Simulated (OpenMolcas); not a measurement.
Zr⁺: CASPT2 settings compared

```yaml
Program: OpenMolcas 26.06
Basis: ANO-RCC-VQZP [8s7p5d3f2g1h]
Scalar_Hamiltonian: DKH4, point nucleus
Active_space: 3 electrons in 6 orbitals (4d 5s)
State_averaging: 2S+1 = 4 even, 20 roots; 2S+1 = 2 even, 49 roots (35 in the spin-orbit step)
Spin-orbit_coupling: state interaction with AMFI integrals over the reference wave functions, term energies averaged over their components
```

Methods on the same reference wave functions:
A. CASSCF
B. SS-CASPT2, IPEA 0.15 Eh, imaginary shift 0.15 Eh (closed shells correlated: 4s 4p)
C. SS-CASPT2, IPEA 0.2 Eh, real shift 0.1 Eh (closed shells correlated: 4s 4p)
D. XMS-CASPT2, IPEA 0.35 Eh, no level shift (closed shells correlated: none)

Energies in cm-1 above 4d2 5s 4F 3/2, the measured ground level; measured values from NIST Handbook of Basic Atomic Spectroscopic Data.

```tsv
Level	A	B	C	D	Measured
4d2 5s 4F 3/2	0.0	0.0	0.0	0.0	0.0
4d2 5s 4F 5/2	305	308	308	300	315
4d2 5s 4F 7/2	730	744	742	732	763
4d2 5s 4F 9/2	1270	1290	1288	1285	1323
4d3 4F 3/2	3432	2350	2350	3510	2572
4d3 4F 5/2	3753	2710	2690	3920	2895
4d3 4F 7/2	4180	3160	3140	4370	3300
4d3 4F 9/2	4687	3650	3640	4900	3758
4d2 5s 2D 3/2 [72 %]	6437	3700	3840	4380	4248
4d2 5s 2D 5/2	6738	3900	4050	4750	
4d3 2P 1/2	7937	4980	5150	5930	
4d3 2P 3/2	8379	5440	5610	6370	
4d2 5s 4P 1/2	9347	8000	8050	8260	
4d2 5s 2F 5/2	9428	4880	5080	3670	
4d2 5s 4P 3/2	9542	8190	8240	8450	
4d2 5s 4P 5/2	9876	8510	8560	8770	
4d2 5s 2F 7/2	10077	5470	5670	4530	6468
4d3 2G 7/2	10348	7290	7430	9030	
4d3 2G 9/2	10634	7600	7740	9340	
4d3 4P 1/2	12818	9460	9540	10950	
4d3 4P 3/2	13034	9680	9760	11170	
4d3 4P 5/2	13272	9910	9990	11410
```

Deviations, from unrounded energies. A percentage is the sum of absolute deviations over the sum of measured energies, with the sign that they share, or ± where signs differ.

```tsv
Against measurement	Levels	A	B	C	D
mean absolute deviation (cm-1)	9	1000	250	220	700
fine structure of the ground term (%)	3	-4.0	-2.5	-2.6	-3.5
other terms of the ground configuration (%)	2	+54.1	-14.5	-11.3	±19.3
other configurations (%)	4	+28.2	-5.2	-5.7	+33.3
```

C lies closest to measurement on these levels and A furthest from it. The largest miss of C in the table is 4d2 5s 2F 7/2, by -790 cm-1. The ranking rests on the paired levels alone, and a cruder setting can come out closer through cancelling errors.

Among B to D the level of the table that moves most is 4d3 2G 9/2, by 1700 cm-1 (lowest in B, highest in D). Moves below CASPT2's spread within the term are not significant.

The mean deviations of B to D differ by less than CASPT2's widest spread within a term (920 cm-1), so their order carries little weight.

From A to B the spin-free energies of the other terms of 4d2 5s shown, above 4F, scale by factors of 0.48 to 0.85.

The lowest spin-free term lies below A's lowest term by 0.318 hartree in B, 0.316 hartree in C, 0.023 hartree in D.

CASPT2 breaks the degeneracy within a term, and the mean is taken; among the terms shown or strongly mixed into the levels shown the widest spread is 920 cm-1 (4d2 5s 2F, B). Over all roots computed the reference weight is 0.92 to 0.99 in D; the roots of lowest weight are the least certain, and an intruder state may touch them. Some high roots are left out of the spin-orbit mixing, which shifts the levels that they would mix with. Configurations are named by rounded mean occupations; where the s occupation lies near a half they are strongly mixed, a name can repeat and a true partner stay unpaired. A single d shell beside an s shell can misplace configurations of different d count against each other. The CASPT2 spread within a term exceeds the gap to the next term for 4d3 4F and 4d2 5s 2D, 4d2 5s 2F and 4d3 2P, so the order of their levels is uncertain, and so are names and mixing where such terms share a J (figures for B; the like holds for C, D). Without dynamic correlation excited terms often stand tens of per cent too high (terms of higher spin than the ground term too low), and those without a measured partner can miss by more than the paired ones (holds for A). Some levels mix across a computed gap that differs much from the measured one, so their mixing is not that of the real levels (holds for B; D). Some terms miss by over 15 % even with CASPT2, which points to a basis or an active space too small for the shells correlated (holds for B; D). Measured partners are found by configuration, term and J. A level has none where our copy of the source lacks it or the pairing is in doubt (some pairs that miss far off the trend of their configuration count as doubtful), and it then counts in no deviation. Levels of configurations outside the active space are missing. Levels that lie high or do not pair safely by name in every column are left out.

A share in square brackets marks a mixed level and gives the weight of the term that names it, the lowest over the columns.
